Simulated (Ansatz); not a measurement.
Ideal-gas functions of Cl$_{3}$F$_{3}$W, SMILES `[F][W]([F])([F])([Cl])([Cl])[Cl]` at 600 K and 1 bar, from an Ansatz frequency run at PBE0-D4/def2-TZVP.

Molar mass 347.19 g/mol, point group C2v (symmetry number 2), electronic degeneracy 1, moments of inertia 371.868, 495.976, 610.529 u Å². Harmonic wavenumbers (cm⁻¹, unscaled): 92, 104, 121, 181, 210, 216, 259, 259, 284, 364, 395, 405, 662, 701, 709.

Use S(trans) = R[1.5 ln M + 2.5 ln T − 1.1517]; rotational temperatures θ = 24.2544 K / I; S(rot) = R[ln(√π/σ · √(T³/θAθBθC)) + 1.5]; for each mode x = 1.438777 ν̃/T, S = R[x/(eˣ − 1) − ln(1 − e⁻ˣ)] and H = RT x/(eˣ − 1); 1 cm⁻¹ = 0.0119627 kJ/mol; R = 8.31446 J/(mol·K).

Question: By hand: the entropy, in J/(mol·K).

Answer: Translation 196.3. Rotation: θ = 0.0652, 0.0489, 0.0397 K, giving 128.6. Vibration, mode by mode: 20.90, 19.88, 18.63, 15.32, 14.11, 13.88, 12.41, 12.41, 11.67, 9.70, 9.07, 8.88, 5.29, 4.91, 4.84, in all 181.9. Electronic 0.0. Sum 506.8 J/(mol·K).

Question: By hand: H − E and G − E in kJ/mol, counted from the electronic energy.

Answer: Zero-point energy ½ × 4962 × 0.0119627 = 29.7; thermal vibration 50.4; translation, rotation and pV give 4 RT = 20.0. H − E = 100.1 kJ/mol, and G − E = 100.1 − 600 × 506.8/1000 = -204.0 kJ/mol.

Vibration gives 36 % of the entropy, 59.4 J/(mol·K) of it from the modes under 150 cm⁻¹: soft modes count most, and the harmonic formula is weakest for them.
